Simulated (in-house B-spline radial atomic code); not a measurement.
Successive ionisation energies of dysprosium; each step leads to the configuration of the next row (after the last: [Ar] 3d3). Dirac energy differences include first-order Breit, QED and recoil terms. NIST's values go from ground level to ground level; the uncertainty of those that are theory runs from under 0.1 % in few-electron ions to several per cent in heavy many-electron ones. Computed with an all-electron radial atomic-structure program (B-spline basis): Dirac-Hartree-Fock, average of the configuration, finite nuclei.

```json
{"ion": "Dy29+", "configuration": "[Kr] 4d1", "ionisation energy (eV)": "1052.6", "tabulated value (eV)": "1059", "tabulated kind": "tabulated theory", "computed minus tabulated (eV)": "-6", "highest orbital": "4d5/2", "largest mean radius (bohr)": "0.50583"}
{"ion": "Dy30+", "configuration": "[Ar] 3d10 4s2 4p6", "ionisation energy (eV)": "1248.1", "tabulated value (eV)": "1232", "tabulated kind": "tabulated theory", "computed minus tabulated (eV)": "16", "highest orbital": "4p3/2", "largest mean radius (bohr)": "0.5014"}
{"ion": "Dy31+", "configuration": "[Ar] 3d10 4s2 4p5", "ionisation energy (eV)": "1294.3", "tabulated value (eV)": "1275", "tabulated kind": "tabulated theory", "computed minus tabulated (eV)": "19", "highest orbital": "4p3/2", "largest mean radius (bohr)": "0.4976"}
{"ion": "Dy32+", "configuration": "[Ar] 3d10 4s2 4p4", "ionisation energy (eV)": "1340.9", "tabulated value (eV)": "1325", "tabulated kind": "tabulated theory", "computed minus tabulated (eV)": "16", "highest orbital": "4p3/2", "largest mean radius (bohr)": "0.49417"}
{"ion": "Dy33+", "configuration": "[Ar] 3d10 4s2 4p3", "ionisation energy (eV)": "1388.0", "tabulated value (eV)": "1371", "tabulated kind": "tabulated theory", "computed minus tabulated (eV)": "17", "highest orbital": "4p3/2", "largest mean radius (bohr)": "0.4908"}
{"ion": "Dy34+", "configuration": "[Ar] 3d10 4s2 4p2", "ionisation energy (eV)": "1435.6", "tabulated value (eV)": "1468", "tabulated kind": "tabulated theory", "computed minus tabulated (eV)": "-32", "highest orbital": "4p3/2", "largest mean radius (bohr)": "0.48749"}
{"ion": "Dy35+", "configuration": "[Ar] 3d10 4s2 4p1", "ionisation energy (eV)": "1483.6", "tabulated value (eV)": "1520", "tabulated kind": "tabulated theory", "computed minus tabulated (eV)": "-36", "highest orbital": "4p3/2", "largest mean radius (bohr)": "0.48423"}
{"ion": "Dy36+", "configuration": "[Ar] 3d10 4s2", "ionisation energy (eV)": "1638.0", "tabulated value (eV)": "1638", "tabulated kind": "tabulated theory", "computed minus tabulated (eV)": "0", "highest orbital": "4s1/2", "largest mean radius (bohr)": "0.46608"}
{"ion": "Dy37+", "configuration": "[Ar] 3d10 4s1", "ionisation energy (eV)": "1690.0", "tabulated value (eV)": "1691.7", "tabulated kind": "semi-empirical", "computed minus tabulated (eV)": "-2", "highest orbital": "4s1/2", "largest mean radius (bohr)": "0.46311"}
{"ion": "Dy38+", "configuration": "[Ar] 3d10", "ionisation energy (eV)": "2898.0", "tabulated value (eV)": "2882", "tabulated kind": "tabulated theory", "computed minus tabulated (eV)": "16", "highest orbital": "3d5/2", "largest mean radius (bohr)": "0.2308"}
{"ion": "Dy39+", "configuration": "[Ar] 3d9", "ionisation energy (eV)": "3008.0", "tabulated value (eV)": "2987", "tabulated kind": "tabulated theory", "computed minus tabulated (eV)": "21", "highest orbital": "3d5/2", "largest mean radius (bohr)": "0.22927"}
{"ion": "Dy40+", "configuration": "[Ar] 3d8", "ionisation energy (eV)": "3119.5", "tabulated value (eV)": "3098", "tabulated kind": "tabulated theory", "computed minus tabulated (eV)": "21", "highest orbital": "3d5/2", "largest mean radius (bohr)": "0.22775"}
{"ion": "Dy41+", "configuration": "[Ar] 3d7", "ionisation energy (eV)": "3232.5", "tabulated value (eV)": "3217", "tabulated kind": "tabulated theory", "computed minus tabulated (eV)": "16", "highest orbital": "3d5/2", "largest mean radius (bohr)": "0.22624"}
{"ion": "Dy42+", "configuration": "[Ar] 3d6", "ionisation energy (eV)": "3347.1", "tabulated value (eV)": "3331", "tabulated kind": "tabulated theory", "computed minus tabulated (eV)": "16", "highest orbital": "3d5/2", "largest mean radius (bohr)": "0.22475"}
{"ion": "Dy43+", "configuration": "[Ar] 3d5", "ionisation energy (eV)": "3463.3", "tabulated value (eV)": "3445", "tabulated kind": "tabulated theory", "computed minus tabulated (eV)": "18", "highest orbital": "3d5/2", "largest mean radius (bohr)": "0.22327"}
{"ion": "Dy44+", "configuration": "[Ar] 3d4", "ionisation energy (eV)": "3581.1", "tabulated value (eV)": "3607", "tabulated kind": "tabulated theory", "computed minus tabulated (eV)": "-26", "highest orbital": "3d5/2", "largest mean radius (bohr)": "0.22187"}
```

(1) Where is the largest jump?

Where a p, d or f electron is removed, the computed value is a mean over both j, so it misses the tabulated one by a part of the spin-orbit splitting; averaging over terms and missing correlation add to the gap, relatively most at low charge.

Answers

(1) From Dy37+ to Dy38+, by a factor of 1.71 (1690 to 2898 eV); the highest orbital goes from 4s1/2 to 3d5/2.
